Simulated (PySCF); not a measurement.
# Energy profile

The step: SiHClO ([OH][Si][Cl]) + HCl → SiH₂Cl₂O ([OH2][Si]([Cl])[Cl]); bonds formed: Si1–Cl4, O2–H3; bonds broken: H3–Cl4; bonds weakened to dative contacts: Si1–O2 (atoms numbered as in the saddle structure below).

```json
{"atom": "Si1", "x (Å)": "1.1278", "y (Å)": "0.3719", "z (Å)": "0.0449"}
{"atom": "O2", "x (Å)": "-0.0660", "y (Å)": "-0.9115", "z (Å)": "-0.3224"}
{"atom": "H3", "x (Å)": "-0.9579", "y (Å)": "0.0903", "z (Å)": "-0.3746"}
{"atom": "Cl4", "x (Å)": "-1.1495", "y (Å)": "1.5313", "z (Å)": "-0.2708"}
{"atom": "Cl5", "x (Å)": "0.9832", "y (Å)": "0.2255", "z (Å)": "2.1152"}
{"atom": "H6", "x (Å)": "0.0624", "y (Å)": "-1.3075", "z (Å)": "-1.1923"}
```

Electronic energies by CCSD(T) at an estimated basis limit (MP2 extrapolated from triple and quadruple zeta, plus CCSD(T) − MP2 in triple zeta), on PBE0-D4/def2-TZVP structures; SiH$_{2}$Cl$_{2}$O, closed shell; no counterpoise correction. PySCF 2.14 with density fitting (its default auxiliary sets; JK sets also for MP2 and CCSD(T)); basis: def2-TZVPP and def2-QZVPP; cores frozen in the correlated methods. Extrapolation: Hartree–Fock as exp(−7.88 √X), correlation as X^−2.97.

Task: Give the profile in eV, counted from the separated reactants. (An estimate is asked for; the value comes from the calculation.)

Result: By the calculation:
```tsv
point	eV
separated: SiHClO (linked as [OH][Si][Cl]; Si1, O2, Cl5, H6; singlet) + HCl (H3, Cl4; singlet)	0.000
start structure	-0.182
saddle	0.416
end structure	-0.445
```

T1 diagnostic: at most 0.015.

For scale, one of the runs: CCSD(T)/def2-TZVPP, 185 basis functions, launched by `OMP_NUM_THREADS=4 python run.py`. The run took 4.1 min on 4 CPU threads of a Oxide Virtual Turin-like (shared host), with 2 GiB of host memory at its peak.
